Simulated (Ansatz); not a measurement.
Two structures of SiHClF$_{2}$, closed shell, reached by relaxing down either side of one saddle point (PBE0-D4/def2-TZVP). Energies are electronic, without zero-point energy. Program: Ansatz 0.2.0. Basis: def2-TZVPP and def2-QZVPP. Cores are frozen in the correlated methods. Extrapolation: Hartree–Fock as exp(−7.88 √X), correlation as X^−2.97. First:

```xyz
5
angstrom
Si 0.4167 -0.7873 0.9427
F -1.1224 -0.7667 1.3976
F 0.3612 -1.9044 -0.2086
H 0.6524 2.1184 -0.8983
Cl -0.3079 1.3400 -1.2334
```

Second:

```
5
angstrom
Si 0.0691 -0.0085 0.0698
F -0.9252 -0.2429 1.2710
F 0.6074 -1.4182 -0.3879
H 1.1864 0.8310 0.5074
Cl -0.9377 0.8385 -1.4604
```

(1) Which bonds change from the first to the second?

(2) Give the saddle point's structure and its height above each. (To be estimated.)

T1 diagnostic: at most 0.015. The restricted Hartree–Fock reference is unstable towards an unrestricted one at one or more of these structures.

Results:

(1) SiF₂ + HCl → SiHClF₂ ([F][SiH]([F])[Cl]); bonds formed: Si1–H4, Si1–Cl5; bonds broken: H4–Cl5.

(2) The calculation gives: 85.9 kJ/mol above the first and 327.2 kJ/mol above the second (CCSD(T) at an estimated basis limit (MP2 extrapolated from triple and quadruple zeta, plus CCSD(T) − MP2 in triple zeta)).
```xyz
5
angstrom
Si 0.3164 -0.2834 0.4929
F -1.0163 -0.4732 1.3263
F 0.4973 -1.6343 -0.3127
H 0.6675 1.1504 -0.1985
Cl -0.4649 1.2406 -1.3079
```

Losses and insertions of silylenes and their heavier kin drive the gas-phase chemistry of silicon and germanium vapour deposition.

Labels in which every atom is bracketed show which atoms are joined, not bond orders.

For scale, one of the runs: CCSD(T)/def2-TZVPP, 160 basis functions, launched by `ansatz run in.yaml --threads 2 --pin off --events-out ev --progress --plain --max-ram 4352MiB`. Time: 34 s of wall clock on 2 CPU threads of an Arm Neoverse V2; the host was shared. Peak host memory: 1.2 GiB.
